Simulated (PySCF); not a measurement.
# `InChI=1S/C7H10/c1-2-7-4-3-6(7)5-7/h2,6H,1,3-5H2/t6-,7+/m1/s1`

Geometry:
| atom | x (Å) | y (Å) | z (Å) |
| --- | --- | --- | --- |
| C1 | 2.106 | -0.108 | 1.480 |
| C2 | 1.348 | -0.753 | 0.605 |
| C3 | 0.237 | -0.175 | -0.147 |
| C4 | -0.789 | -0.995 | -0.928 |
| C5 | -1.901 | -0.034 | -0.461 |
| C6 | -0.864 | 0.786 | 0.290 |
| C7 | 0.192 | 1.243 | -0.657 |
| H8 | 1.956 | 0.935 | 1.705 |
| H9 | 2.906 | -0.598 | 2.006 |
| H10 | 1.522 | -1.805 | 0.412 |
| H11 | -0.622 | -1.041 | -2.005 |
| H12 | -0.909 | -2.006 | -0.544 |
| H13 | -2.628 | -0.511 | 0.192 |
| H14 | -2.428 | 0.502 | -1.251 |
| H15 | -1.019 | 1.242 | 1.254 |
| H16 | -0.058 | 1.418 | -1.694 |
| H17 | 0.942 | 1.914 | -0.267 |

Method: TDDFT B3LYP/def2-SVPD circular dichroism and optical rotation, one conformer, gas phase in PySCF 2.14.0. Geometry: GFN2-xTB.

The molecule is flexible and this is one conformer; a measurement averages over conformers. States above about 6.4 eV (minus the energy of the highest occupied orbital) lie near or above the ionisation threshold and depend on the basis.

Problem. Draw the ECD and absorption spectra from the lowest 16 states, each a Gaussian of half-width 0.25 eV at 1/e height.

Solution. 
| E (eV) | λ (nm) | Δε (L mol⁻¹ cm⁻¹) | ε (L mol⁻¹ cm⁻¹) |
| --- | --- | --- | --- |
| 5.31 | 233 | -0.63 | 329 |
| 5.46 | 227 | -4.81 | 2530 |
| 5.61 | 221 | -18.09 | 9490 |
| 5.76 | 215 | -33.58 | 17500 |
| 5.91 | 210 | -32.37 | 16400 |
| 6.06 | 204 | -19.18 | 8890 |
| 6.21 | 200 | -8.23 | 3800 |
| 6.36 | 195 | +1.79 | 2070 |
| 6.51 | 190 | +10.33 | 2590 |
| 6.66 | 186 | +6.93 | 3430 |
| 6.81 | 182 | -6.73 | 2810 |
| 6.96 | 178 | -10.10 | 1520 |
| 7.11 | 174 | +0.92 | 845 |
| 7.26 | 171 | +13.65 | 1170 |
| 7.41 | 167 | +20.20 | 2080 |
| 7.56 | 164 | +15.18 | 3300 |
| 7.71 | 161 | +6.09 | 5080 |
| 7.86 | 158 | +15.92 | 6290 |
| 8.01 | 155 | +30.31 | 5870 |

Δε uses R in velocity form, ε uses f in length form. Only the states computed contribute, so the short-wavelength end is incomplete.

The sign of the CD bands at 188, 160 nm isn't settled: the length form gives the opposite one.
